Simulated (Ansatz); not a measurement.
Mulliken charges of `[CH3][Zr]([OH])([F])[F]` from ωB97M-V/def2-TZVPP in Ansatz (PBE0-D4/def2-TZVP geometry).

```tsv
atom	x (Å)	y (Å)	z (Å)	charge (e)
C1	-1.398	-0.041	-0.199	-0.639
Zr2	0.795	0.252	-0.297	1.391
O3	1.495	-0.551	1.283	-0.493
F4	1.389	-0.615	-1.890	-0.393
F5	1.090	2.136	-0.359	-0.393
H6	-1.824	0.433	0.692	0.119
H7	-1.656	-1.106	-0.166	0.119
H8	-1.887	0.395	-1.078	0.118
H9	1.996	-0.903	2.013	0.172
```

Question: By hand: the dipole of these point charges (1 e Å = 4.8032 D).

Answer: Σ q r = (-0.006, -0.138, 0.247) e Å, of length 0.283 e Å = 1.36 D.

Question: How does the dipole of the full density compare? (Best estimate.)

Answer: Ansatz gave: (0.093, -0.226, 0.424) e Å, 2.35 D; the point charges give 0.58 times that, at 12° from its direction.

Point charges leave out the atoms' own dipoles, such as those of lone pairs, and Mulliken's split depends on the basis, so the two needn't agree.
